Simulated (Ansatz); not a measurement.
TiH3, SMILES [TiH3] (connectivity only; charge and spin as stated), neutral, multiplicity 2.

Geometry: PBE0-D3(BJ)/def2-TZVPD. A frequency run showed that this geometry is not a minimum. The spin state was assumed, not searched.

Two levels are set side by side: PBE/def2-TZVPD (Ansatz, a program for electronic structure) and PBE0/def2-TZVPD (Ansatz). Energy differences of separate SCF runs at the same geometry; the states with an electron removed or added have multiplicity 1 and 3. Differences are taken from unrounded values.

| quantity | PBE0 |
|---|---|
| vertical ionisation energy (eV) | 8.77 |
| vertical electron affinity (eV) | 0.92 |

Problem. What does PBE give, and how far is it from PBE0? (Estimate from the structure and the level; the computed values follow.)

Solution. 
```tsv
quantity	PBE	PBE minus PBE0
vertical ionisation energy (eV)	8.42	-0.35
vertical electron affinity (eV)	0.86	-0.06
```
